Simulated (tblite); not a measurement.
Record of a relaxation.

Compound: C₅H₁₁Se (doublet state).
SMILES with atom numbers: `[CH3:1][CH2:2][CH:3][CH2:4][CH2:5][SeH:6]` (hydrogens: H7, H8, H9 on C1; H10, H11 on C2; H12 on C3; H13, H14 on C4; H15, H16 on C5; H17 on Se6)

Computed with GFN2-xTB (tblite), gas phase: L-BFGS steps from a force-field or distance-geometry start until the largest atomic force falls under 0.01 eV/Å. 6 of its 125 geometries are shown.

Step 0: E = -527.2056 eV, largest atomic force 2.929 eV/Å
```
atom  x, y, z in Å  |  force x, y, z in eV/Å
C1     -1.966    0.366    0.583   -2.357   0.508   0.921
C2     -1.406   -0.261   -0.656   -0.293  -1.405   0.281
C3     -0.373   -1.325   -0.332    0.934   2.087  -1.831
C4      0.805   -0.812    0.431    0.103  -1.434   1.626
C5      1.571    0.263   -0.276    0.072   0.519  -2.116
Se6     3.097    0.896    0.737    0.749   0.814   0.608
H7     -2.976    0.798    0.290    1.064  -0.142   0.488
H8     -2.227   -0.383    1.382    0.608   0.698  -0.727
H9     -1.369    1.189    0.986   -0.049  -0.419   0.004
H10    -2.237   -0.755   -1.192    0.338   0.173  -0.015
H11    -1.031    0.552   -1.285    0.202  -0.277  -0.246
H12    -0.002   -1.755   -1.281   -0.467  -0.524   0.578
H13     0.555   -0.453    1.452   -0.140  -0.228  -0.454
H14     1.512   -1.674    0.544   -0.370   0.494   0.223
H15     0.962    1.127   -0.605    0.219  -0.322   0.375
H16     2.003   -0.192   -1.207   -0.245   0.437   0.473
H17     3.076    2.432    0.717   -0.368  -0.979  -0.187
```

Step 25: E = -527.9292 eV, largest atomic force 0.088 eV/Å
```
atom  x, y, z in Å  |  force x, y, z in eV/Å
C1     -2.013    0.362    0.592    0.026  -0.022  -0.025
C2     -1.472   -0.272   -0.693   -0.010   0.020   0.025
C3     -0.285   -1.139   -0.485   -0.011   0.002   0.033
C4      0.829   -0.780    0.415    0.042   0.058  -0.043
C5      1.685    0.287   -0.286    0.032   0.015   0.020
Se6     3.238    0.902    0.822   -0.075   0.025  -0.032
H7     -2.950    0.877    0.393    0.034   0.024  -0.026
H8     -2.201   -0.408    1.337    0.010   0.004  -0.002
H9     -1.307    1.080    1.006   -0.033  -0.011  -0.024
H10    -2.264   -0.860   -1.166    0.031  -0.018   0.023
H11    -1.224    0.533   -1.407   -0.049  -0.010   0.059
H12    -0.119   -1.937   -1.190   -0.009   0.004  -0.027
H13     0.479   -0.377    1.368   -0.015   0.003  -0.032
H14     1.451   -1.656    0.618    0.011   0.021   0.016
H15     1.103    1.183   -0.494   -0.026  -0.017   0.005
H16     2.095   -0.099   -1.219    0.020  -0.019  -0.001
H17     2.947    2.314    0.678    0.021  -0.079   0.033
```

Step 50: E = -527.9412 eV, largest atomic force 0.092 eV/Å
```
atom  x, y, z in Å  |  force x, y, z in eV/Å
C1     -2.032    0.372    0.595    0.030  -0.023   0.051
C2     -1.526   -0.331   -0.662   -0.016   0.077  -0.015
C3     -0.275   -1.115   -0.505   -0.033   0.038   0.007
C4      0.837   -0.726    0.383    0.014   0.016  -0.029
C5      1.743    0.294   -0.328   -0.016   0.008  -0.028
Se6     3.293    0.841    0.805   -0.014   0.074  -0.023
H7     -2.953    0.914    0.387    0.019  -0.037  -0.057
H8     -2.237   -0.358    1.371   -0.005  -0.043   0.081
H9     -1.305    1.084    0.976    0.033   0.031  -0.020
H10    -2.313   -0.991   -1.041    0.039  -0.004  -0.013
H11    -1.371    0.434   -1.439   -0.035   0.036  -0.063
H12    -0.075   -1.847   -1.272    0.041  -0.008   0.032
H13     0.476   -0.277    1.310    0.004  -0.048  -0.001
H14     1.452   -1.596    0.627   -0.031  -0.031   0.061
H15     1.202    1.205   -0.574   -0.030   0.033  -0.003
H16     2.167   -0.124   -1.241   -0.009  -0.065  -0.022
H17     2.909    2.233    0.895    0.009  -0.056   0.042
```

Step 74: E = -528.0016 eV, largest atomic force 0.096 eV/Å
```
atom  x, y, z in Å  |  force x, y, z in eV/Å
C1     -2.001    0.409    0.600    0.010  -0.036  -0.043
C2     -1.569   -0.374   -0.637   -0.022  -0.020  -0.031
C3     -0.236   -1.015   -0.546   -0.031  -0.014   0.041
C4      0.840   -0.591    0.363    0.042  -0.005   0.019
C5      1.802    0.291   -0.444   -0.007   0.040  -0.020
Se6     3.378    0.906    0.581    0.058   0.022   0.050
H7     -2.999    0.815    0.452    0.017  -0.009   0.010
H8     -2.020   -0.249    1.466   -0.013   0.042   0.005
H9     -1.323    1.235    0.802   -0.039   0.013  -0.030
H10    -2.309   -1.161   -0.837   -0.006   0.055  -0.026
H11    -1.593    0.286   -1.522   -0.049   0.011   0.082
H12     0.035   -1.665   -1.363    0.015  -0.066   0.012
H13     0.456   -0.034    1.218    0.024  -0.003  -0.022
H14     1.405   -1.447    0.743    0.007  -0.057  -0.020
H15     1.298    1.178   -0.825   -0.022   0.049  -0.026
H16     2.219   -0.263   -1.286    0.020  -0.008  -0.004
H17     2.610    1.688    1.526   -0.005  -0.014   0.002
```

Step 99: E = -528.0137 eV, largest atomic force 0.022 eV/Å
```
atom  x, y, z in Å  |  force x, y, z in eV/Å
C1     -1.997    0.418    0.596    0.012  -0.008  -0.008
C2     -1.547   -0.351   -0.644   -0.006  -0.011  -0.005
C3     -0.246   -1.052   -0.517    0.000   0.007   0.016
C4      0.860   -0.608    0.350    0.011   0.009   0.003
C5      1.789    0.308   -0.464   -0.014  -0.004   0.002
Se6     3.353    0.948    0.572   -0.002   0.007  -0.004
H7     -3.017    0.770    0.461    0.006   0.011  -0.003
H8     -1.969   -0.226    1.471   -0.014  -0.004   0.016
H9     -1.364    1.282    0.777    0.017   0.007  -0.001
H10    -2.311   -1.094   -0.900    0.001  -0.013  -0.014
H11    -1.517    0.348   -1.496    0.008  -0.005   0.002
H12    -0.020   -1.801   -1.260   -0.012   0.009   0.004
H13     0.496   -0.061    1.221    0.001  -0.007  -0.005
H14     1.448   -1.462    0.699   -0.006  -0.003  -0.003
H15     1.258    1.187   -0.830    0.006  -0.006  -0.002
H16     2.218   -0.228   -1.312   -0.006   0.018   0.002
H17     2.558    1.636    1.567   -0.001  -0.008  -0.001
```

Step 124: E = -528.0178 eV, largest atomic force 0.010 eV/Å
```
atom  x, y, z in Å  |  force x, y, z in eV/Å
C1     -1.965    0.438    0.579   -0.004   0.004  -0.002
C2     -1.514   -0.357   -0.644   -0.007   0.000   0.002
C3     -0.247   -1.109   -0.471    0.003   0.003  -0.008
C4      0.878   -0.642    0.358    0.005   0.000   0.000
C5      1.723    0.341   -0.469   -0.001   0.002  -0.001
Se6     3.304    1.026    0.510   -0.008  -0.001   0.006
H7     -2.940    0.882    0.392   -0.007   0.001  -0.005
H8     -2.047   -0.212    1.447    0.009  -0.002  -0.001
H9     -1.270    1.242    0.807    0.007   0.000  -0.005
H10    -2.299   -1.067   -0.926   -0.005   0.000   0.006
H11    -1.422    0.339   -1.495    0.001  -0.003   0.001
H12    -0.049   -1.899   -1.178    0.001   0.002   0.004
H13     0.532   -0.133    1.261   -0.001  -0.007   0.002
H14     1.515   -1.479    0.655    0.003  -0.004   0.003
H15     1.135    1.205   -0.779    0.000   0.002  -0.001
H16     2.132   -0.145   -1.356   -0.001   0.006   0.003
H17     2.527    1.582    1.598    0.005  -0.003  -0.005
```

Problem. Summarise the path.

Solution. The energy falls by 18.73 kcal/mol from step 0 to step 124; nine tenths of that is first reached at step 44. It rises by more than 0.2 meV at steps 55 and 58. The largest force goes from 2.929 to 0.010 eV/Å. Among the bonds Se6–H17 changes most, from 1.536 to 1.448 Å; the atoms move by 0.420 Å rms after alignment.

Problem. Follow the three bonds and two angles with the largest change from start to end.

Solution. 
| step | E above end (kcal/mol) | largest force (eV/Å) | Se6–H17 (Å) | C1–H7 (Å) | C5–Se6 (Å) | C5–Se6–H17 (°) | C2–C3–C4 (°) |
| --- | --- | --- | --- | --- | --- | --- | --- |
| 0 | 18.73 | 2.929 | 1.536 | 1.137 | 1.938 | 108.0 | 113.9 |
| 5 | 5.14 | 0.535 | 1.435 | 1.088 | 2.022 | 102.6 | 121.6 |
| 11 | 2.66 | 0.188 | 1.440 | 1.085 | 1.996 | 95.6 | 122.3 |
| 16 | 2.31 | 0.095 | 1.448 | 1.089 | 1.997 | 94.1 | 122.9 |
| 22 | 2.14 | 0.118 | 1.443 | 1.088 | 2.006 | 94.0 | 123.0 |
| 27 | 2.01 | 0.058 | 1.446 | 1.087 | 1.996 | 95.7 | 123.1 |
| 32 | 1.95 | 0.047 | 1.445 | 1.087 | 2.001 | 95.7 | 123.1 |
| 38 | 1.91 | 0.045 | 1.442 | 1.088 | 1.997 | 95.9 | 122.9 |
| 43 | 1.88 | 0.053 | 1.446 | 1.087 | 1.998 | 95.6 | 123.0 |
| 49 | 1.79 | 0.089 | 1.444 | 1.089 | 1.997 | 95.4 | 123.7 |
| 54 | 1.56 | 0.090 | 1.444 | 1.087 | 1.999 | 95.8 | 125.3 |
| 59 | 1.34 | 0.084 | 1.443 | 1.088 | 1.994 | 96.3 | 126.2 |
| 65 | 1.03 | 0.129 | 1.443 | 1.089 | 1.990 | 95.8 | 126.2 |
| 70 | 0.63 | 0.127 | 1.447 | 1.087 | 1.985 | 94.5 | 125.3 |
| 75 | 0.35 | 0.117 | 1.440 | 1.087 | 1.981 | 94.7 | 124.7 |
| 81 | 0.23 | 0.062 | 1.446 | 1.087 | 1.986 | 93.8 | 124.5 |
| 86 | 0.15 | 0.044 | 1.445 | 1.087 | 1.980 | 94.4 | 124.6 |
| 92 | 0.11 | 0.023 | 1.448 | 1.088 | 1.983 | 94.6 | 124.7 |
| 97 | 0.10 | 0.022 | 1.448 | 1.087 | 1.982 | 94.5 | 124.5 |
| 102 | 0.09 | 0.028 | 1.447 | 1.088 | 1.983 | 94.7 | 124.6 |
| 108 | 0.04 | 0.040 | 1.446 | 1.087 | 1.981 | 94.1 | 124.4 |
| 113 | 0.03 | 0.018 | 1.447 | 1.088 | 1.982 | 94.3 | 124.4 |
| 119 | 0.01 | 0.042 | 1.446 | 1.087 | 1.982 | 94.3 | 124.0 |
| 124 | 0.00 | 0.010 | 1.448 | 1.087 | 1.982 | 94.3 | 123.9 |

The cost below is that of the whole relaxation. Time: 0.75 s wall. Hardware: Arm Neoverse V1, one thread, shared host with 32 logical CPUs at a one-minute load of 24.
